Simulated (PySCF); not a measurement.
Compound: C₆H₁₄N₂.
Numbering: `[CH3:1][CH2:2][N:3]([CH3:4])[NH:5][CH:6]1[CH2:7][CH2:8]1`

Structure used (GFN2-xTB), in Å, numbered top down from 1:
```
atom  x, y, z in Å
C1    -2.981   -0.513    0.827
C2    -1.782   -0.928   -0.016
N3    -0.666   -0.008    0.140
C4    -0.871    1.260   -0.531
N5     0.527   -0.660   -0.256
C6     1.687   -0.146    0.400
C7     3.041   -0.570   -0.070
C8     2.613    0.863   -0.231
H9    -3.717   -1.313    0.833
H10   -3.455    0.382    0.433
H11   -2.662   -0.319    1.847
H12   -1.420   -1.901    0.323
H13   -2.083   -1.025   -1.075
H14   -1.735    1.759   -0.100
H15   -1.032    1.141   -1.616
H16    0.004    1.888   -0.369
H17    0.652   -0.653   -1.274
H18    1.512   -0.071    1.465
H19    3.096   -1.180   -0.959
H20    3.792   -0.808    0.666
H21    3.072    1.613    0.396
H22    2.397    1.208   -1.232
```

Probes without a nucleus sit at each ring's centroid and 1 Å off its mean plane on both sides; NICS is minus the shielding there, NICSzz its component along the normal. Level: GIAO PBE0/pcSseg-1 (PySCF, non-relativistic, gas phase) on the GFN2-xTB geometry, one conformer.

Ring bond lengths (Å), with Mayer bond orders in brackets: C6–C7 1.494 (0.96), C7–C8 1.504 (0.96), C8–C6 1.508 (0.94).

**Question.** Give the NICS values of each ring in ppm.

**Answer.** 
| ring | type | NICS(0) | NICS(1), two faces | NICS(1)zz, two faces | rms pucker (Å) | centre to ring atoms, mean (Å) |
| --- | --- | --- | --- | --- | --- | --- |
| C6–C7–C8 | 3-membered carbocycle; formal bonds all single | -40.4 | -8.8 / -8.2 | -22.9 / -18.2 | 0.00 | 0.87 |

**Question.** What can be read from them?

**Answer.** 
- C6–C7–C8: mean NICS(1)zz -20.5 ppm, shielded. C6, C7, C8 have four or more neighbours, and the NICS criterion for π rings isn't applied. The two faces differ by 4.7 ppm, so no symmetry operation interchanges them. NICS(0) lies 32 ppm below the mean NICS(1).

**Question.** What field does 7.05 T along the ring normal induce along that normal at the first NICS(1) probe listed for ring C6–C7–C8, 1 Å off the ring?

**Answer.** NICSzz × B0 = -22.9 ppm × 7.05 T = -161 μT, against the applied field.

**Question.** List the ring angles and the Hirshfeld charges of the ring atoms.

**Answer.** 
- C6–C7–C8: C6 60.1° (-0.003 e), C7 60.4° (-0.096 e), C8 59.5° (-0.105 e); sum 180.0° against 180° for a flat convex ring.

**Question.** How shielded are the nuclei of the rings and their hydrogens (means over atoms taken as equivalent)?

**Answer.** 
```
   atoms                   environment  σ isotropic (ppm)  principal values of the symmetric part, first atom (ppm)
      C6  sp3 carbon bound to nitrogen              151.7                                       115.1, 127.7, 212.2
 C7 (×2)    three-membered-ring carbon              181.0                                       158.1, 178.5, 222.0
     H18              methine hydrogen              29.29                                          23.0, 28.6, 36.3
H19 (×2)            methylene hydrogen              31.74                                          25.9, 29.3, 39.8
H20 (×2)            methylene hydrogen              31.21                                          25.3, 26.8, 41.7
```

Time: 31 s wall; peak memory 0.91 GiB. Hardware: one thread of an Arm Neoverse V2, no GPU, shared host with 192 logical CPUs at a one-minute load of 41. This is the whole shielding run at PBE0/pcSseg-1, SCF included.
